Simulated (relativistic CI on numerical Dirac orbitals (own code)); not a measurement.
Re⁴⁺ (5d3) in a crystal field

Calculated by Dirac-Coulomb-Breit CI, separate exchange-only KLI orbitals for each configuration, model QED (radiative potential, 1s self-energy scaled to tabulated hydrogen-like ionisation energies), valence Slater integrals scaled by 0.75, one configuration in a parametric crystal field (own radial code).

Field parameters in Wybourne normalisation: D3d B²₀ = −7Dσ, B⁴₀ = −14Dq − 21Dτ, B⁴₃ = −14√(10/7) Dq; D4h B²₀ = −7Ds, B⁴₀ = 21(Dq − Dt), B⁴₄ = 21√(5/14) Dq; Oh B⁴₀ = 21Dq, B⁴₄ = √(5/14) B⁴₀. The field is a parameter set, without covalency.

S and J are read from ⟨S²⟩ = S(S + 1) and ⟨J²⟩ = J(J + 1) of each level; they are not fictitious spins.

Oh, 10Dq = 14050 cm⁻¹, the lowest 16 levels:

```tsv
E (cm⁻¹)	Degeneracy	Irrep	S	J
0.0	4	Γ8	1.44	2.81
9685	4	Γ8	0.98	3.37
12196	4	Γ8	0.68	3.76
13190	2	Γ6	0.83	3.46
13942	2	Γ7	1.45	2.90
15290	4	Γ8	1.42	3.61
16789	4	Γ8	1.21	3.04
17725	2	Γ6	1.32	3.24
18773	2	Γ7	1.14	3.27
21137	4	Γ8	0.99	3.76
21284	2	Γ6	1.21	3.40
23641	4	Γ8	1.21	3.20
25113	2	Γ7	0.97	3.81
25371	4	Γ8	1.19	3.82
26202	2	Γ6	0.79	4.12
27329	4	Γ8	0.88	4.03
```

D3d, 10Dq = 14900, Dσ = -20, Dτ = 90 cm⁻¹, the lowest 10 levels:

```
E (cm⁻¹)  Degeneracy  Irrep     S     J
     0.0           2     Γ4  1.45  2.86
    35.1           2  Γ5+Γ6  1.44  2.86
    9821           2  Γ5+Γ6  0.91  3.46
   10249           2     Γ4  0.92  3.45
   12315           2     Γ4  0.65  3.78
   12349           2  Γ5+Γ6  0.66  3.80
   13409           2     Γ4  0.75  3.45
   15010           2     Γ4  1.44  2.93
   16227           2     Γ4  1.41  3.60
   16302           2  Γ5+Γ6  1.41  3.58
```

Principal g values of the ground doublet: 1.48, 2.45, 2.45.

D4h, 10Dq = 19750, Ds = 2340, Dt = 10 cm⁻¹, the lowest 16 levels:

```
E (cm⁻¹)  Degeneracy  Irrep     S     J
     0.0           2     Γ7  1.42  2.97
     229           2     Γ6  1.45  3.01
    7294           2     Γ7  0.74  3.58
   10133           2     Γ6  0.71  3.48
   12156           2     Γ7  0.74  3.65
   12972           2     Γ6  0.64  3.71
   13460           2     Γ6  0.64  4.07
   17361           2     Γ7  1.27  3.21
   17678           2     Γ6  1.41  2.40
   18204           2     Γ7  1.41  3.01
   20507           2     Γ7  1.26  3.25
   21145           2     Γ6  1.37  3.65
   21432           2     Γ7  1.40  3.18
   21993           2     Γ6  1.41  3.54
   23155           2     Γ7  0.97  3.79
   23480           2     Γ6  1.09  3.53
```

Principal g values of the ground doublet: 0.92, 2.73, 2.73.

The free-ion ground term has S = 3/2. Every field shown keeps that spin.

Levels of this model without a field, named by their leading LS term (the scale mimics covalency, so terms lie below those of the real free ion): ⁴F3/2 0, ⁴F5/2 4394, ⁴F7/2 8181, ⁴F9/2 10881, ⁴P3/2 11922, ⁴P1/2 13582, ²G7/2 17550, ²H9/2 18122 cm⁻¹.
